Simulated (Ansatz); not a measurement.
Mulliken charges of GeH4N2 (`[NH2][Ge][NH2]`) from ωB97M-V/def2-TZVPP in Ansatz (PBE0-D4/def2-TZVP geometry).

```json
{"atom": "N1", "x (Å)": "-1.180", "y (Å)": "0.092", "z (Å)": "-0.684", "charge (e)": "-0.406"}
{"atom": "Ge2", "x (Å)": "-0.070", "y (Å)": "-1.238", "z (Å)": "-0.103", "charge (e)": "0.357"}
{"atom": "N3", "x (Å)": "1.195", "y (Å)": "-0.165", "z (Å)": "0.665", "charge (e)": "-0.406"}
{"atom": "H4", "x (Å)": "-2.030", "y (Å)": "-0.124", "z (Å)": "-1.176", "charge (e)": "0.115"}
{"atom": "H5", "x (Å)": "-1.048", "y (Å)": "1.085", "z (Å)": "-0.567", "charge (e)": "0.112"}
{"atom": "H6", "x (Å)": "1.192", "y (Å)": "0.842", "z (Å)": "0.702", "charge (e)": "0.112"}
{"atom": "H7", "x (Å)": "2.002", "y (Å)": "-0.561", "z (Å)": "1.116", "charge (e)": "0.115"}
```

**Question.** By hand: the dipole of these point charges (1 e Å = 4.8032 D).

**Answer.** Σ q r = (-0.018, -0.275, -0.021) e Å, of length 0.276 e Å = 1.33 D.

**Question.** How does the dipole of the full density compare? (Estimate.)

**Answer.** The calculation gave: (0.017, 0.274, 0.023) e Å, 1.32 D; the point charges give 1.01 times that, at 180° from its direction, so they point the opposite way.

Point charges leave out the atoms' own dipoles, such as those of lone pairs, and Mulliken's split depends on the basis, so the two needn't agree.
